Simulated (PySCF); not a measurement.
Spectrum to structure. Theory: TDDFT wB97X-D/def2-SVPD, vertical, gas phase, core orbitals frozen in the response in PySCF 2.14.0, density-fitted response routines. Geometries: GFN2-xTB, one conformer each.

| state | E (eV) | f |
| --- | --- | --- |
| S1 | 6.41 | 0.095 |
| S2 | 7.03 | 0.0010 |
| S3 | 7.31 | 0.0037 |
| S4 | 7.39 | 0.0023 |
| S5 | 7.74 | 0.086 |
| S6 | 8.04 | 0.0092 |
| S7 | 8.15 | 0.0057 |
| S8 | 8.39 | 0.041 |

Question: Which candidate is it? All have the formula C3H9ClOSi2.
A. `[SiH2]1O[Si@H]([C@@H](C1)C)Cl`
B. `Cl[C@H]1CC[SiH2]O[SiH2]1`
C. `C[C@@H]1[SiH2]O[Si@@]1(C)Cl`

Answer: C. Its S1, at 6.41 eV, is the lowest among the candidates; the nearest of the others has S1 at 6.69 eV. S1 is HOMO→LUMO (94%). Löwdin shares by element: HOMO carbon 34% or more, silicon 24%, chlorine 10% (atoms not listed hold the other 32%); LUMO silicon 39%, carbon 13% or more, hydrogen 9% or more (atoms not listed hold the other 40%). At the same level the other candidates give, for their lowest levels:
- `C[C@@H]1C[SiH2]O[Si@H]1Cl`: 7.40 eV (f 0.017); 7.61 eV (f 0.025); 7.76 eV (f 0.006); 7.89 eV (f 0.013); 8.10 eV (f 0.004); T1 7.08 eV; HOMO -9.90, LUMO 1.87 eV
- `Cl[C@H]1CC[SiH2]O[SiH2]1`: 6.69 eV (f 0.007); 7.29 eV (f 0.003); 7.31 eV (f 0.005); 7.50 eV (f 0.010); 7.64 eV (f 0.002); T1 6.12 eV; HOMO -9.65, LUMO 1.56 eV
Triplets come from the Tamm–Dancoff approximation.

Without π bonds the low states are Rydberg-like; a valence basis with one diffuse set may place them up to an eV too high.
